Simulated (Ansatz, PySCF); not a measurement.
Zn(Cl)(Et) (C2H5ClZn), SMILES C[CH2][Zn][Cl]. Atoms are numbered in the order given.

```xyz
9

Zn     0.1758    -0.0976     0.0000
Cl    -0.2349    -2.1778     0.0000
C      0.5568     1.8085     0.0000
C     -0.6715     2.7147     0.0000
H      1.1908     2.0150    -0.8795
H      1.1908     2.0150     0.8795
H     -1.3073     2.5545     0.8851
H     -1.3073     2.5545    -0.8851
H     -0.3882     3.7812     0.0000
```
Charge 0, spin multiplicity 1.

Geometry: PBE0-D3(BJ)/def2-SVP. The structure was generated by enumeration; whether it is a known compound was not checked. Other conformers were not sampled.

Two levels are set side by side: PBE-D3(BJ)/def2-SVP (Ansatz, an electronic-structure program) and PBE0-D3(BJ)/def2-SVP (Ansatz). Each level has its own optimised geometry; the coordinates shown are those of the second. Frequencies come from the Hessian of PySCF at each geometry. Differences are taken from unrounded values.

```
quantity                            PBE0-D3(BJ)
----------------------------------  -----------
mean bond length (Å)                      1.388
bond Zn1–Cl2 (Å)                          2.120
bond Zn1–C3 (Å)                           1.944
bond C3–C4 (Å)                            1.526
bond C3–H5 (Å)                            1.104
bond C3–H6 (Å)                            1.104
bond C4–H7 (Å)                            1.102
bond C4–H8 (Å)                            1.102
bond C4–H9 (Å)                            1.103
highest harmonic wavenumber (cm⁻¹)         3141
mean harmonic wavenumber (cm⁻¹)            1377
zero-point energy (kcal/mol)              41.35
```

Q: What does PBE-D3(BJ) give, and how far is it from PBE0-D3(BJ)? (Estimate from the structure and the level; the computed values follow.)

A: 
```
quantity                            PBE-D3(BJ)  PBE-D3(BJ) minus PBE0-D3(BJ)
----------------------------------  ----------  ----------------------------
mean bond length (Å)                     1.395                         0.007
bond Zn1–Cl2 (Å)                         2.129                         0.008
bond Zn1–C3 (Å)                          1.945                         0.001
bond C3–C4 (Å)                           1.534                         0.007
bond C3–H5 (Å)                           1.112                         0.008
bond C3–H6 (Å)                           1.112                         0.008
bond C4–H7 (Å)                           1.110                         0.008
bond C4–H8 (Å)                           1.110                         0.008
bond C4–H9 (Å)                           1.112                         0.008
highest harmonic wavenumber (cm⁻¹)        3054                           -87
mean harmonic wavenumber (cm⁻¹)           1337                           -41
zero-point energy (kcal/mol)             40.13                         -1.22
```

Exact exchange shortens and stiffens bonds; PBE has none. Differences between two approximate levels are no errors against the true value.
